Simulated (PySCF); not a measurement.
H3P2, SMILES [PH]P, multiplicity 2.

Coordinates come from a PBE0-D3(BJ)/def2-TZVP optimisation. The isomer is the one that the SMILES or the coordinates give; other isomers of the formula were not compared.

Level of theory: PySCF 2.14.0 with TDA-M06-2X/def2-TZVPD.

Vertical excitations. Isolated molecule, no solvent.

| state | energy (eV) | λ (nm) | f | main pairs |
|---|---|---|---|---|
| root 1 | 2.44 | 508 | 0.007 | β HOMO→LUMO 88 % |
| root 2 | 4.13 | 300 | 0.020 | β HOMO−1→LUMO 72 %, β HOMO−2→LUMO 11 % |
| root 3 | 4.28 | 289 | 0.003 | α HOMO→LUMO 53 %, α HOMO→LUMO+1 25 %, α HOMO→LUMO+3 11 % |
| root 4 | 4.75 | 261 | 0.005 | α HOMO→LUMO+1 62 %, α HOMO→LUMO 25 % |
| root 5 | 4.97 | 250 | 0.009 | α HOMO→LUMO+2 7 %, β HOMO−2→LUMO 75 % |
| root 6 | 5.16 | 240 | 0.004 | α HOMO→LUMO+2 79 %, β HOMO−2→LUMO 6 % |
| root 7 | 5.49 | 226 | 0.009 | α HOMO−1→LUMO 14 %, α HOMO−1→LUMO+1 13 %, β HOMO→LUMO+2 49 % |
| root 8 | 5.79 | 214 | 0.003 | α HOMO→LUMO+3 42 %, α HOMO−1→LUMO 8 %, α HOMO→LUMO 7 %, β HOMO→LUMO+1 27 % |
| root 9 | 5.93 | 209 | 0.005 | α HOMO→LUMO+3 29 %, β HOMO→LUMO+1 51 % |
| root 10 | 6.16 | 201 | 0.007 | α HOMO→LUMO+2 6 %, β HOMO→LUMO+3 76 % |
Unrestricted roots are not spin-pure.
